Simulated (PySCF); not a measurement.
## Which determinant of MoCl⁺ lies lowest?

Unrestricted PBE0; basis Mo def2-TZVPPD with ECP28, Cl def2-TZVPPD; scalar-relativistic core potentials; PySCF 2.14. Outer shells of the fragments: Mo+ 4d5; Cl 3s2 3p5.

Followed along the bond (rough minima from three points):

```tsv
2Ms+1	unpaired	⟨S²⟩ at the start	R at minimum (Å)	Te (eV)
5	π ↑↑, δ ↑↑	6.03	2.22	0.00
5	σ ↑, π ↑, δ ↑↑	6.11	2.18	0.10
5	σ ↑, π ↑↑, δ ↑	6.02	2.22	0.95
3	σ ↑, π ↓, δ ↑↑	3.03	2.16	1.13
3	π ↑↓, δ ↑↑	3.01	2.20	1.15
1	π ↓↓, δ ↑↑	2.01	2.20	1.60
```

Solutions found at the starting distance of 2.365 Å, counted from the lowest of them; the search is not exhaustive and high or unbound solutions are not listed, so other states can lie among these:

| 2Ms+1 | unpaired | term | E (eV) | ⟨S²⟩ | ⟨Lz²⟩ | μ (D) |
| --- | --- | --- | --- | --- | --- | --- |
| 5 | π ↑↑, δ ↑↑ | ⁵Σ⁺ | 0.00 | 6.03 | 0.00 | -5.57 |
| 5 | σ ↑, π ↑, δ ↑↑ | ⁵Π | 0.17 | 6.11 | 1.01 | -4.85 |
| 5 | σ ↑, π ↑↑, δ ↑ | ⁵Δ | 0.94 | 6.02 | 4.00 | -5.59 |
| 3 | π ↑↓, δ ↑↑ | mixed | 1.20 | 3.01 | 2.02 | -5.26 |
| 3 | σ ↑, π ↓, δ ↑↑ | mixed | 1.28 | 3.03 | 1.04 | -4.88 |
| 3 | σ ↓, π ↑, δ ↑↑ | mixed | 1.64 | 3.01 | 1.11 | -5.06 |
| 1 | π ↓↓, δ ↑↑ | mixed | 1.65 | 2.01 | 0.00 | -5.26 |
| 3 | π ↑, δ ↑ | mixed | 1.87 | 2.02 | 6.04 | -4.98 |
| 3 | δ ↑↑ | mixed | 1.89 | 2.04 | 2.87 | -4.93 |
| 3 | π ↑, δ ↑ | mixed | 1.90 | 2.04 | 5.03 | -4.89 |

A term symbol is given only where ⟨S²⟩ and ⟨Lz²⟩ are close to those of a pure state; real π, δ and φ orbitals otherwise mix terms. A positive dipole points towards Cl; it is taken about the centre of mass and depends on that origin.

Question: Compare the gap between the two lowest followed solutions at the starting distance with the gap between their minima.

Answer: At PBE0 the second solution (quintet, unpaired electrons σ ↑, π ↑, δ ↑↑) lies +0.17 eV from the first (quintet, unpaired electrons π ↑↑, δ ↑↑) at 2.365 Å and +0.10 eV at the minima; the two curves relax by different amounts, since their minima lie near 2.18 and 2.22 Å.

Spin–orbit coupling is left out. The state is the lowest single determinant that the PBE0 search found; with open d or f shells the true ground state can be another one.
